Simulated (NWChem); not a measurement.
Everything below was run with NWChem. System: C$_{2}$HBF$_{2}$, charge 0, spin multiplicity 1, at a geometry optimised with PBE0/def2-SVP. The structure started from a generated list of species. Level: MP2/6-31+G* (spherical d), 5 core orbitals frozen.

Input file:

```
start mol
memory heap 200 mb stack 900 mb global 1100 mb
geometry units angstroms nocenter noautoz
  B      0.000000     0.000000    -0.477244
  C      0.000000     0.000000     1.049664
  C      0.000000     0.000000     2.264723
  H      0.000000     0.000000     3.340852
  F      1.126330     0.000000    -1.157831
  F     -1.126330     0.000000    -1.157831
  symmetry group C2v
end
basis spherical
  * library 6-31+g*
end
scf
  rhf
  nopen 0
  maxiter 100
  thresh 1e-7
  semidirect memsize 60000000 filesize 0
end
mp2
  freeze core 5
end
task mp2 energy
```

NWChem printed:

```
             Northwest Computational Chemistry Package (NWChem) 7.3.0
             --------------------------------------------------------

                                NWChem Input Module
                                -------------------

 Scaling coordinates for geometry "geometry" by  1.889725989
 (inverse scale =  0.529177249)

 Turning off AUTOSYM since
 SYMMETRY directive was detected!

                             Geometry "geometry" -> ""
                             -------------------------

 Output coordinates in angstroms (scale by  1.889725989 to convert to a.u.)

  No.       Tag          Charge          X              Y              Z
 ---- ---------------- ---------- -------------- -------------- --------------
    1 B                    5.0000     0.00000000     0.00000000    -0.47724400
    2 C                    6.0000     0.00000000     0.00000000     1.04966400
    3 C                    6.0000     0.00000000     0.00000000     2.26472300
    4 H                    1.0000     0.00000000     0.00000000     3.34085200
    5 F                    9.0000     1.12633000     0.00000000    -1.15783100
    6 F                    9.0000    -1.12633000     0.00000000    -1.15783100

 Effective nuclear repulsion energy (a.u.)     133.0894880813

            Nuclear Dipole moment (a.u.)
            ----------------------------
        X                 Y               Z
 ---------------- ---------------- ----------------
     0.0000000000     0.0000000000    -0.0000075589

      Symmetry information
      --------------------

 Group name             C2v
 Group number             16
 Group order               4
 No. of unique centers     5

      Symmetry unique atoms

     1    2    3    4    5


 Summary of "ao basis" -> "" (spherical)
 ------------------------------------------------------------------------------
       Tag                 Description            Shells   Functions and Types
 ---------------- ------------------------------  ------  ---------------------
 *                          6-31+g*                   on all atoms

 Summary of "ao basis" -> "ao basis" (spherical)
 ------------------------------------------------------------------------------
       Tag                 Description            Shells   Functions and Types
 ---------------- ------------------------------  ------  ---------------------
 B                          6-31+g*                  8       18   4s3p1d
 C                          6-31+g*                  8       18   4s3p1d
 H                          6-31+g*                  2        2   2s
 F                          6-31+g*                  8       18   4s3p1d

                                 NWChem SCF Module
                                 -----------------

  ao basis        = "ao basis"
  functions       =    92
  atoms           =     6
  closed shells   =    18
  open shells     =     0
  charge          =   0.00
  wavefunction    = RHF
  use symmetry    = T
  symmetry adapt  = T

 Summary of "ao basis" -> "ao basis" (spherical)
 ------------------------------------------------------------------------------
       Tag                 Description            Shells   Functions and Types
 ---------------- ------------------------------  ------  ---------------------
 B                          6-31+g*                  8       18   4s3p1d
 C                          6-31+g*                  8       18   4s3p1d
 H                          6-31+g*                  2        2   2s
 F                          6-31+g*                  8       18   4s3p1d

      Symmetry analysis of basis
      --------------------------

        a1         42
        a2          8
        b1         25
        b2         17

 Forming initial guess at       0.0s

      Superposition of Atomic Density Guess
      -------------------------------------

 Sum of atomic energies:        -299.11162553

      Non-variational initial energy
      ------------------------------

 Total energy =    -300.836443
 1-e energy   =    -675.435052
 2-e energy   =     241.509121
 HOMO         =      -0.365625
 LUMO         =      -0.021007

      Symmetry analysis of molecular orbitals - initial
      -------------------------------------------------

  Numbering of irreducible representations:

     1 a1          2 a2          3 b1          4 b2

  Orbital symmetries:

     1 a1          2 b1          3 a1          4 a1          5 a1
     6 a1          7 b1          8 a1          9 a1         10 a1
    11 b1         12 b2         13 a1         14 a2         15 b1
    16 a1         17 b2         18 b1         19 b2         20 b1
    21 a1         22 a1         23 b2         24 b1         25 a1
    26 b2         27 b1         28 a1

 Starting SCF solution at       0.4s

 ----------------------------------------------
         Quadratically convergent ROHF

 Convergence threshold     :          1.000E-07
 Maximum no. of iterations :          100
 Final Fock-matrix accuracy:          1.000E-09
 ----------------------------------------------

              iter       energy          gnorm     gmax       time
             ----- ------------------- --------- --------- --------
                 1     -299.8851799763  1.13D+00  3.14D-01      0.4
                 2     -299.9553692324  3.36D-01  7.26D-02      0.4
                 3     -299.9638864358  1.67D-02  5.57D-03      0.5
                 4     -299.9639351083  1.69D-04  3.15D-05      0.6
                 5     -299.9639351114  6.43D-09  1.50D-09      0.8

       Final RHF  results
       ------------------

         Total SCF energy =   -299.963935111428
      One-electron energy =   -678.106105790438
      Two-electron energy =    245.052682597661
 Nuclear repulsion energy =    133.089488081350

        Time for solution =      0.4s

       Symmetry analysis of molecular orbitals - final
       -----------------------------------------------

  Numbering of irreducible representations:

     1 a1          2 a2          3 b1          4 b2

  Orbital symmetries:

     1 b1          2 a1          3 a1          4 a1          5 a1
     6 a1          7 b1          8 a1          9 a1         10 a1
    11 b1         12 a1         13 b2         14 a2         15 b1
    16 a1         17 b2         18 b1         19 a1         20 b2
    21 a1         22 b2         23 b1         24 a1         25 b1
    26 b2         27 b1         28 a1

             Final eigenvalues
             -----------------

              1
    1  -26.3338
    2  -26.3338
    3  -11.2836
    4  -11.2521
    5   -7.7491
    6   -1.6615
    7   -1.6294
    8   -1.0532
    9   -0.8486
   10   -0.7958
   11   -0.7758
   12   -0.7347
   13   -0.7261
   14   -0.6704
   15   -0.6631
   16   -0.6280
   17   -0.4326
   18   -0.4287
   19    0.0485
   20    0.0676
   21    0.0726
   22    0.0777
   23    0.0803
   24    0.0903
   25    0.1080
   26    0.1520
   27    0.1842
   28    0.1917

                       ROHF Final Molecular Orbital Analysis
                       -------------------------------------

 Vector   16  Occ=2.000000D+00  E=-6.280369D-01  Symmetry=a1
              MO Center= -2.3D-15, -1.3D-30, -5.4D-02, r^2= 2.6D+00
   Bfn.  Coefficient  Atom+Function         Bfn.  Coefficient  Atom+Function
  ----- ------------  ---------------      ----- ------------  ---------------
    23      0.341613  2 C  pz                61      0.327016  5 F  pz
    79      0.327016  6 F  pz                24     -0.254933  2 C  s
     5     -0.239542  1 B  pz                65      0.225545  5 F  pz
    83      0.225545  6 F  pz                41     -0.204589  3 C  pz
     6     -0.179893  1 B  s

 Vector   17  Occ=2.000000D+00  E=-4.326298D-01  Symmetry=b2
              MO Center= -1.0D-16,  2.2D-16,  1.5D+00, r^2= 1.5D+00
   Bfn.  Coefficient  Atom+Function         Bfn.  Coefficient  Atom+Function
  ----- ------------  ---------------      ----- ------------  ---------------
    22      0.404391  2 C  py                40      0.374010  3 C  py
    26      0.269689  2 C  py                44      0.222223  3 C  py

 Vector   18  Occ=2.000000D+00  E=-4.286879D-01  Symmetry=b1
              MO Center=  1.0D-16,  1.7D-19,  1.6D+00, r^2= 1.5D+00
   Bfn.  Coefficient  Atom+Function         Bfn.  Coefficient  Atom+Function
  ----- ------------  ---------------      ----- ------------  ---------------
    39      0.405941  3 C  px                21      0.390365  2 C  px
    43      0.253173  3 C  px                25      0.247193  2 C  px

 Vector   19  Occ=0.000000D+00  E= 4.849658D-02  Symmetry=a1
              MO Center= -3.7D-17, -4.4D-17,  9.5D-01, r^2= 1.7D+01
   Bfn.  Coefficient  Atom+Function         Bfn.  Coefficient  Atom+Function
  ----- ------------  ---------------      ----- ------------  ---------------
    46     19.533519  3 C  s                 28    -14.607461  2 C  s
    31     -7.246525  2 C  pz                10     -5.171565  1 B  s
    49     -4.528574  3 C  pz                13     -1.049244  1 B  pz
    27     -0.608456  2 C  pz                42      0.542974  3 C  s
     6     -0.442966  1 B  s                  9     -0.434260  1 B  pz

 Vector   20  Occ=0.000000D+00  E= 6.761846D-02  Symmetry=b2
              MO Center=  8.1D-16,  4.3D-14, -1.5D-01, r^2= 9.6D+00
   Bfn.  Coefficient  Atom+Function         Bfn.  Coefficient  Atom+Function
  ----- ------------  ---------------      ----- ------------  ---------------
    12      1.101359  1 B  py                48     -0.367206  3 C  py
     8      0.293317  1 B  py                44     -0.256689  3 C  py
    68     -0.220638  5 F  py                86     -0.220638  6 F  py
    40     -0.217353  3 C  py                 4      0.208624  1 B  py

 Vector   21  Occ=0.000000D+00  E= 7.260536D-02  Symmetry=a1
              MO Center=  3.6D-16, -5.0D-14,  1.0D+00, r^2= 2.0D+01
   Bfn.  Coefficient  Atom+Function         Bfn.  Coefficient  Atom+Function
  ----- ------------  ---------------      ----- ------------  ---------------
    28     10.926921  2 C  s                 46    -10.466589  3 C  s
    49      3.730012  3 C  pz                31      2.098032  2 C  pz
    13      0.922349  1 B  pz                10     -0.689649  1 B  s
    66      0.437052  5 F  s                 84      0.437052  6 F  s
    56     -0.283635  4 H  s                  6     -0.273208  1 B  s

 center of mass
 --------------
 x =   0.00000000 y =   0.00000000 z =  -0.15595888

 moments of inertia (a.u.)
 ------------------
         496.230292521515           0.000000000000           0.000000000000
           0.000000000000         668.367993364216           0.000000000000
           0.000000000000           0.000000000000         172.137700842701

  Mulliken analysis of the total density
  --------------------------------------

    Atom       Charge   Shell Charges
 -----------   ------   -------------------------------------------------------
    1 B    5     3.75   2.00  0.51  1.21  0.04 -0.15 -0.04 -0.00  0.18
    2 C    6     6.58   2.00  0.66  1.94  0.66  0.93 -0.07  0.43  0.03
    3 C    6     6.13   2.00  0.69  1.88  0.50  1.11 -0.25  0.16  0.03
    4 H    1     0.66   0.49  0.17
    5 F    9     9.44   2.00  0.93  3.31  1.03  2.04 -0.00  0.13  0.01
    6 F    9     9.44   2.00  0.93  3.31  1.03  2.04 -0.00  0.13  0.01

       Multipole analysis of the density wrt the origin
       ------------------------------------------------

     L   x y z        total         open         nuclear
     -   - - -        -----         ----         -------
     0   0 0 0     -0.000000      0.000000     36.000000

     1   1 0 0     -0.000000      0.000000      0.000000
     1   0 1 0     -0.000000      0.000000      0.000000
     1   0 0 1      0.901757      0.000000     -0.000008

     2   2 0 0    -22.934990      0.000000     81.545778
     2   1 1 0      0.000000      0.000000      0.000000
     2   1 0 1      0.000000      0.000000      0.000000
     2   0 2 0    -19.400932      0.000000      0.000000
     2   0 1 1     -0.000000      0.000000      0.000000
     2   0 0 2    -15.460442      0.000000    263.598102

                   NWChem MP2 Semi-direct Energy/Gradient Module
                   ---------------------------------------------

  Basis functions       =     92
  Molecular orbitals    =     92
  Frozen core           =      5
  Frozen virtuals       =      0
  Active alpha occupied =     13
  Active beta occupied  =     13
  Active alpha virtual  =     74
  Active beta virtual   =     74
  Use MO symmetry       = T
  Use skeleton AO sym   = T

  AO/Fock/Back tols     =   1.0D-09  1.0D-09  1.0D-09

 GA uses MA = F    GA memory limited = T

 Available:
  local mem=  1.26D+08
 global mem=  1.44D+08
 local disk=  0.00D+00
  mp2_memr nvloc                    74
  nvloc new                    74
   1 passes of  13:        3145728                      41797                  13800974.
   1 passes of  13: M    126153296           G      144162272           F     123007568.

 Semi-direct pass number   1 of   1  for RHF alpha+beta  at        0.8s
  vrange nnbf                  4215
  mp2_eaftype                    52  avail_ma_in_mb                  1099
 EAF : mp2_eaftype filesize          52    6900487.
  mp2_eaf for mointskh                     52
Node 0 wrote     32.4 Mb in      0.0 s     Agg I/O rate:  2284.5 Mb/s
 Done moints_semi at        2.1s
  mp2_eaftype                    52  avail_ma_in_mb                  1047
 EAF : mp2_eaftype filesize          52    6900487.
  mp2_eaf for kh                    52
 Done maket at        2.2s
 Done multipass loop at        2.2s

          -------------------------------------------
          SCF energy                -299.963935111428
          Correlation energy          -0.661998845384
          Singlet pairs               -0.391826766652
          Triplet pairs               -0.270172078732
          Total MP2 energy          -300.625933956811
          -------------------------------------------

          ---------------------------------------------------
                    Spin Component Scaled (SCS) MP2
          Same spin pairs                     -0.180114719155
          Same spin scaling factor             0.333333333333
          Opposite spin pairs                 -0.481884126229
          Opposite spin scaling fact.          1.200000000000
          SCS-MP2 correlation energy          -0.638299191193
          Total SCS-MP2 energy              -300.602234302621
          ---------------------------------------------------

 -----------------------
 Performance information
 -----------------------

 Timer overhead =  9.61D-08 seconds/call

               Nr. of calls         CPU time (s)                 Wall time (s)                GFlops
             ---------------    -------------------     ------------------------------   -------------------
Name         Min   Avg   Max    Min     Avg     Max     Min     Avg     Max   Mx/calls   Min     Max     Sum
mp2: moin     1     1     1    1.3     1.3     1.3      1.3     1.3     1.3     1.3      0.0     0.0     0.0
mp2: make     1     1     1   0.11    0.11    0.11     0.11    0.11    0.11    0.11      0.0     0.0     0.0
mp2: tota     1     1     1    1.4     1.4     1.4      1.4     1.4     1.4     1.4      0.0     0.0     0.0

 The average no. of pstat calls per process was 3.00D+00
 with a timing overhead of 2.88D-07s

 Task  times  cpu:        2.2s     wall:        2.2s

 Total times  cpu:        2.2s     wall:        2.2s
```
